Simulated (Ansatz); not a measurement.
Worked example: a bond strength in C2H5ClSi (SMILES ClC1C[SiH2]1)

C2H5ClSi: 9 atoms, total charge 0, spin state singlet. SMILES: `ClC1C[SiH2]1`. The shape was relaxed beforehand at PBE0/def2-SVP.

```xyz
9

Cl   -0.6139   -0.4191   -2.2670
C    -0.4375    0.3762   -0.6965
C     0.9304    0.3079   -0.0188
Si   -0.4234   -0.5811    0.9105
H    -0.9074    1.3657   -0.7156
H     1.6688   -0.3261   -0.5229
H     1.3542    1.2565    0.3301
H    -0.4531   -2.0608    0.8454
H    -1.0292    0.0346    2.1176
```

Wanted: the dissociation energy of the H9–Si4 bond into doublet H and doublet C2H4ClSi (shapes relaxed at PBE0/def2-SVP, no zero-point term). 1 Eh = 2625.50 kJ/mol = 27.2114 eV. Totals in Eh; open shells run unrestricted unless said.

| level | program | C2H5ClSi | doublet H | doublet C2H4ClSi |
| --- | --- | --- | --- | --- |
| HF/def2-SVP | Ansatz | -826.725130 | -0.499278 | -826.104587 |
| PBE/def2-SVP | Ansatz | -828.118115 | -0.498629 | -827.477811 |
| B3LYP/def2-SVP | Ansatz | -828.600607 | -0.501259 | -827.951374 |

Question: Work out the dissociation energy at each level.

Answer: 
1. HF/def2-SVP: (-0.499278) + (-826.104587) − (-826.725130) = 0.121265 Eh = 318.4 kJ/mol = 3.30 eV.
2. PBE/def2-SVP: (-0.498629) + (-827.477811) − (-828.118115) = 0.141675 Eh = 372.0 kJ/mol = 3.86 eV.
3. B3LYP/def2-SVP: (-0.501259) + (-827.951374) − (-828.600607) = 0.147974 Eh = 388.5 kJ/mol = 4.03 eV.

The levels span 318 to 389 kJ/mol; no measured value is set beside them. Hartree–Fock lacks the correlation of the electrons that are unpaired, so it comes out low. A bond enthalpy at 298 K also holds the loss of zero-point energy and thermal terms.
